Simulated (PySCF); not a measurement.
Isomers of C5H8N2S, one GFN2-xTB conformer each. Single-point energies are computed at PBE0/pcSseg-1 (PySCF, gas phase, no added dispersion term), electronic only.

Question: Rank them by PBE0/pcSseg-1 energy, lowest first (kcal/mol).
A. `[CH3:1][CH:2]([CH3:3])[c:4]1[n:5][n:6][cH:7][s:8]1` with C1–C2–C4–N5 -61°
B. `[CH3:1][CH2:2][c:3]1[n:4][n:5][c:6]([CH3:7])[s:8]1` with C1–C2–C3–N4 109°
C. `[CH3:1][CH:2]([CH3:3])[c:4]1[n:5][cH:6][s:7][n:8]1` with C1–C2–C4–N5 61°

Answer: C (0.0), B (9.1), A (14.4).

As drawn, the highest has an N–N linkage, which the lowest lacks. GFN2-xTB itself gives, in the same order: 0.0, 8.5, 13.3. Both levels put the same isomer lowest; measured from each level's own lowest isomer, the values differ by up to 1.1 kcal/mol (CC(C)c1nncs1: 13.3 against 14.4).

Which frontier levels, dipoles and rotational constants go with these structures?

| SMILES | HOMO (eV, PBE0/pcSseg-1) | LUMO (eV) | dipole (D) | A, B, C (MHz) |
| --- | --- | --- | --- | --- |
| CC(C)c1ncsn1 | -7.78 | -1.21 | 1.11 | 4099, 1119, 1082 |
| CCc1nnc(C)s1 | -7.40 | -0.94 | 3.09 | 4164, 1190, 1002 |
| CC(C)c1nncs1 | -7.50 | -1.06 | 3.06 | 3330, 1272, 1146 |
